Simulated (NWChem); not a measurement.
# A calculation on ClSi (+1)

Program: NWChem. All single points use one geometry, from PBE/def2-SVP, a minimum by its harmonic frequencies.

Input file:

```
start mol
memory heap 200 mb stack 900 mb global 1100 mb
charge 1
geometry "system" units angstroms nocenter noautoz noautosym
  Si     0.000000     0.000000     1.093417
  Cl     0.000000     0.000000    -0.900461
end
set geometry "system"
basis spherical
  * library 6-31g*
end
dft
  xc b3lyp
  semidirect memsize 60000000 filesize 0
  iterations 100
  convergence energy 1e-10 density 1e-9 gradient 1e-8
  tolerances tight
end
task dft energy
rt_tddft
  tmax 150.0
  dt 0.2
  tag "kick"
  print dipole
  field "kick"
    type delta
    polarization z
    max 0.0001
  end
  excite "system" with "kick"
end
task dft rt_tddft
```

Change of the dipole's z component after the kick, in units of 1e-4 a.u.:

```json
[
 {"time (a.u.)": "0.0", "Δμ": "0.000"},
 {"time (a.u.)": "0.4", "Δμ": "0.305"},
 {"time (a.u.)": "0.8", "Δμ": "0.606"},
 {"time (a.u.)": "1.2", "Δμ": "0.879"},
 {"time (a.u.)": "1.6", "Δμ": "1.120"},
 {"time (a.u.)": "2.0", "Δμ": "1.283"},
 {"time (a.u.)": "2.4", "Δμ": "1.330"},
 {"time (a.u.)": "2.8", "Δμ": "1.357"},
 {"time (a.u.)": "3.2", "Δμ": "1.366"},
 {"time (a.u.)": "3.6", "Δμ": "1.340"},
 {"time (a.u.)": "4.0", "Δμ": "1.288"},
 {"time (a.u.)": "4.4", "Δμ": "1.241"},
 {"time (a.u.)": "4.8", "Δμ": "1.214"},
 {"time (a.u.)": "5.2", "Δμ": "1.143"},
 {"time (a.u.)": "5.6", "Δμ": "1.043"},
 {"time (a.u.)": "6.0", "Δμ": "0.936"},
 {"time (a.u.)": "6.4", "Δμ": "0.816"},
 {"time (a.u.)": "6.8", "Δμ": "0.652"},
 {"time (a.u.)": "7.2", "Δμ": "0.476"},
 {"time (a.u.)": "7.6", "Δμ": "0.313"},
 {"time (a.u.)": "8.0", "Δμ": "0.159"},
 {"time (a.u.)": "8.4", "Δμ": "-0.010"},
 {"time (a.u.)": "8.8", "Δμ": "-0.169"},
 {"time (a.u.)": "9.2", "Δμ": "-0.301"},
 {"time (a.u.)": "9.6", "Δμ": "-0.450"},
 {"time (a.u.)": "10.0", "Δμ": "-0.618"},
 {"time (a.u.)": "10.4", "Δμ": "-0.773"},
 {"time (a.u.)": "10.8", "Δμ": "-0.923"},
 {"time (a.u.)": "11.2", "Δμ": "-1.080"},
 {"time (a.u.)": "11.6", "Δμ": "-1.212"},
 {"time (a.u.)": "12.0", "Δμ": "-1.301"},
 {"time (a.u.)": "12.4", "Δμ": "-1.345"},
 {"time (a.u.)": "12.8", "Δμ": "-1.334"},
 {"time (a.u.)": "13.2", "Δμ": "-1.279"},
 {"time (a.u.)": "13.6", "Δμ": "-1.156"},
 {"time (a.u.)": "14.0", "Δμ": "-0.994"},
 {"time (a.u.)": "14.4", "Δμ": "-0.814"},
 {"time (a.u.)": "14.8", "Δμ": "-0.630"},
 {"time (a.u.)": "15.4", "Δμ": "-0.344"},
 {"time (a.u.)": "15.8", "Δμ": "-0.169"},
 {"time (a.u.)": "16.2", "Δμ": "-0.049"},
 {"time (a.u.)": "16.6", "Δμ": "0.104"},
 {"time (a.u.)": "17.0", "Δμ": "0.212"},
 {"time (a.u.)": "17.4", "Δμ": "0.336"},
 {"time (a.u.)": "17.8", "Δμ": "0.438"},
 {"time (a.u.)": "18.2", "Δμ": "0.587"},
 {"time (a.u.)": "18.6", "Δμ": "0.697"},
 {"time (a.u.)": "19.0", "Δμ": "0.829"},
 {"time (a.u.)": "19.4", "Δμ": "0.923"},
 {"time (a.u.)": "19.8", "Δμ": "0.997"},
 {"time (a.u.)": "20.2", "Δμ": "1.042"},
 {"time (a.u.)": "20.6", "Δμ": "1.046"},
 {"time (a.u.)": "21.0", "Δμ": "0.990"},
 {"time (a.u.)": "21.4", "Δμ": "0.931"},
 {"time (a.u.)": "21.8", "Δμ": "0.865"},
 {"time (a.u.)": "22.2", "Δμ": "0.747"},
 {"time (a.u.)": "22.6", "Δμ": "0.647"},
 {"time (a.u.)": "23.0", "Δμ": "0.562"},
 {"time (a.u.)": "23.4", "Δμ": "0.475"},
 {"time (a.u.)": "23.8", "Δμ": "0.343"},
 {"time (a.u.)": "24.2", "Δμ": "0.231"},
 {"time (a.u.)": "24.6", "Δμ": "0.105"},
 {"time (a.u.)": "25.0", "Δμ": "-0.052"},
 {"time (a.u.)": "25.4", "Δμ": "-0.252"},
 {"time (a.u.)": "25.8", "Δμ": "-0.416"},
 {"time (a.u.)": "26.2", "Δμ": "-0.577"},
 {"time (a.u.)": "26.6", "Δμ": "-0.741"},
 {"time (a.u.)": "27.0", "Δμ": "-0.865"},
 {"time (a.u.)": "27.4", "Δμ": "-0.931"},
 {"time (a.u.)": "27.8", "Δμ": "-0.969"},
 {"time (a.u.)": "28.2", "Δμ": "-0.985"},
 {"time (a.u.)": "28.6", "Δμ": "-0.978"},
 {"time (a.u.)": "29.0", "Δμ": "-0.938"},
 {"time (a.u.)": "29.4", "Δμ": "-0.898"},
 {"time (a.u.)": "29.8", "Δμ": "-0.866"}
]
```
